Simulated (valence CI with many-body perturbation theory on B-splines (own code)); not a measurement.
## Which ion has this spectrum?

A relativistic CI+MBPT calculation for an atom or ion with 6 electrons gives these levels (Ry):

| J | Parity | E | g |
| --- | --- | --- | --- |
| 0 | even | 0.000 |  |
| 1 | even | 24.443 | 1.48 |
| 2 | even | 25.595 | 1.17 |
| 2 | odd | 38.099 | 1.57 |
| 1 | odd | 42.573 | 1.08 |
| 2 | even | 50.959 | 1.30 |
| 0 | even | 53.937 |  |
| 2 | odd | 61.369 | 1.54 |
| 3 | odd | 63.933 | 1.31 |
| 0 | odd | 66.666 |  |
| 1 | odd | 67.755 | 1.29 |
| 2 | odd | 68.507 | 1.07 |
| 1 | odd | 68.762 | 1.35 |
| 2 | even | 83.204 | 1.33 |

The energies are calculated, and their last digits are not significant.

Task: Which is it?
A. Sb45+
B. La51+
C. Cs49+
D. Xe48+

Result: D. Xe48+, ground level (2s^2 2p1/2^2) J=0.
